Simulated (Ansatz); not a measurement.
A run of Ansatz (development build ahead of 0.2.0) on triplet NiSi₂ at this shape:

```
atom   x (Å)    y (Å)   z (Å)
  Ni  0.0000   0.0000  0.0000
  Si  0.0000   1.7710  1.2401
  Si  0.0000  -1.7710  1.2401
```

Its results:

```
Converged                       : yes
Total energy                    : -2087.21885 hartree
Spin squared of the determinant : 2.324
Stability test                  : minimum
```

**Question.** Which input gives this output? Name the method, the orbitals and the basis set, and write the input.

**Answer.** ωB97X (unrestricted) in pcseg-2.

```yaml
crystal:
  periodic: [false, false, false]
  atoms:
    - { symbol: Ni, position_ang: [0.0, 0.0, 0.0] }
    - { symbol: Si, position_ang: [0.0, 1.771, 1.2401] }
    - { symbol: Si, position_ang: [0.0, -1.771, 1.2401] }
basis:
  gaussian: { orbitals: pcseg-2 }
magnetization:
  spin_polarized: true
  initial_magnetization: 2
hamiltonian:
  xc: { name: wB97X }
```

Caution: other spin multiplicities were not run; the unrestricted determinant is spin contaminated.
